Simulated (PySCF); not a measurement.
# Excitation energy of P⁺ by level of theory

P⁺ [Ne] 3s2 3p2 (3P) → P⁺ [Ne] 3s1 3p2 4s1 (5P), as a difference of total energies. Calculation: PySCF 2.14, in dyall-acv3z (19s12p6d4f, 113 functions); scalar relativity by spin-free X2C-1e. Correlated levels: valence: [Ne] frozen; virtual orbitals above 40 to 60 times the deepest correlated orbital energy dropped. The calculations carry no spin-orbit coupling.

| method | excitation energy (eV) |
| --- | --- |
| UHF | 15.792 |
| MP2 (valence) | 17.044 |
| SCS-MP2 (valence) | 17.475 |
| CCSD (valence) | 17.376 |
| CCSD(T) (valence) | 17.426 |

Problem. How much does correlation contribute at CCSD(T) (valence)?

Solution. 17.426 − (15.792) = 1.634 eV, measured against UHF.

The promoted electron is Rydberg-like, and one or two diffuse shells describe it only roughly, which tends to raise the upper state.

The coupled-cluster amplitudes are large for the upper state (T1 above 0.03 or a double amplitude above 0.15), so a single reference is strained.
